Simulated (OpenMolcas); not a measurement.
# Co3+: ligand-field states by method

Co3+ with its 6 nearest fluoride ions at 1.879 Å, on the Ge site of Cs2GeF6 (a = 9.021 Å, distance in the model lattice 1.804 Å). The rest of the host is ab initio model potentials to 7.6 Å and point charges beyond; the distance is set by hand and nothing relaxes, and no local charge compensation is placed. Ligand basis ANO-RCC-VDZP.
```
Co    0.0000    0.0000    0.0000
F     1.8790    0.0000    0.0000
F     0.0000    1.8790    0.0000
F    -1.8790    0.0000    0.0000
F     0.0000   -1.8790    0.0000
F     0.0000    0.0000    1.8790
F     0.0000    0.0000   -1.8790
```

```
Program             : OpenMolcas 26.06
Basis               : ANO-RCC-VTZP [6s5p3d2f1g]
Scalar Hamiltonian  : DKH2, point nucleus
Active space        : 6 electrons in 5 orbitals (3d)
State averaging     : 2S+1 = 5 even, 5 roots; 2S+1 = 3 even, 45 roots; 2S+1 = 1 even, 50 roots
Spin-orbit coupling : RASSI with atomic mean-field integrals over the reference wave functions
```

I. CASSCF
II. SS-CASPT2, IPEA 0.25 Eh, imaginary shift 0.1 Eh (closed shells correlated: 3s 3p and the ligand valence shells)

Spin-free states (labels of O, the rotations of Oh) in cm-1, each column counted from its own energy of the first state listed:

| State | Degeneracy | I | II |
| --- | --- | --- | --- |
| 5T2 | 3 | 0 | 0 |
| 5E | 2 | 11839 | 15180 |
| 3T1 | 3 | 14063 | 5580 |
| 1A1 | 1 | 14801 | 260 |
| 3T2 | 3 | 18934 | 8940 |
| 3T1 | 3 | 24453 | 18650 |
| 1T1 | 3 | 24523 | 11730 |
| 3T2 | 3 | 26667 | 18680 |
| 3T1 | 3 | 29026 | 21480 |
| 3E | 2 | 29085 | 22310 |
| 1T2 | 3 | 32984 | 20590 |
| 3T2 | 3 | 34206 | 25560 |
| 3A2 | 1 | 36088 | 29960 |
| 1E | 2 | 36723 | 26600 |
| 3E | 2 | 37634 | 34020 |
| 3T1 | 3 | 37862 | 34890 |
| 1A1 | 1 | 38180 | 26540 |
| 1T2 | 3 | 39068 | 25760 |
| 3A1 | 1 | 41935 | 38130 |
| 1T1 | 3 | 42177 | 31460 |

From I to II, I's first state of the same spin (5E) moves from 11839 to 15180 cm-1, by about +3300 cm-1.

From I to II, I's first state of another spin (3T1) moves from 14063 to 5580 cm-1, by about -8500 cm-1. In II another state of that kind comes below it.

I: A least-squares ligand-field fit to the states below 45000 cm-1, each weighted by its degeneracy and with a free common offset, gives 10Dq = 12241 cm-1, B = 1224 cm-1 and C = 4617 cm-1 (C/B = 3.77), with an rms deviation of 179 cm-1. The same method and metal basis give the free ion B = 1344 cm-1 (fit to its terms below 60000 cm-1, rms deviation 32 cm-1), so the nephelauxetic ratio is β = 1224 / 1344 = 0.91; it hangs on how both fits weigh the states, and computed free-ion B values tend to be too large, so β mixes covalency with correlation.

χT at 300 K: I 4.15, II 4.00 cm3 K/mol.

Roots that are degenerate in the reference are averaged as groups; the widest CASPT2 spread within a group is 1800 cm-1 (the 3-fold group of multiplicity 1 near 25800 cm-1 above the lowest state of its run, II). Shifts and gaps below about the spread of the groups concerned are not significant. Over all roots computed the reference weight is 0.68 to 0.73 in II; a low but even weight reflects the number of correlated electrons. An orbital triplet at a regular site is open to Jahn-Teller coupling, which can distort the site and quench the lowest spin-orbit gaps and is left out. This shell can be high or low spin here, a state of another spin lies low, and with metal d orbitals alone active their balance is uncertain, so the ground spin may be wrong. Ligand-to-metal charge-transfer states are missing. With no ligand orbital active B as a rule stays too high, so bands that hang on it stand too high and its fall with covalency is understated. Without dynamic correlation the repulsion within the d shell is too large (B by tens of per cent), so at a given field states of lower spin stand too high (holds for I). With metal d orbitals alone and no dynamic correlation 10Dq can be off by a tenth to a fifth, either way, in oxide and fluoride hosts (holds for I). A single d shell leaves out the double-shell effect, which counts most for late 3d ions, where the CASPT2 field can be off either way by tens of per cent (holds for II). These CASPT2 states fit no ligand-field parameters well, so their order and spin gaps are uncertain (holds for II). With one d shell and no ligand orbital active, 10Dq can be off by a tenth or more (holds for II). No measured value stands beside these numbers; the geometry was set by hand and not optimised.
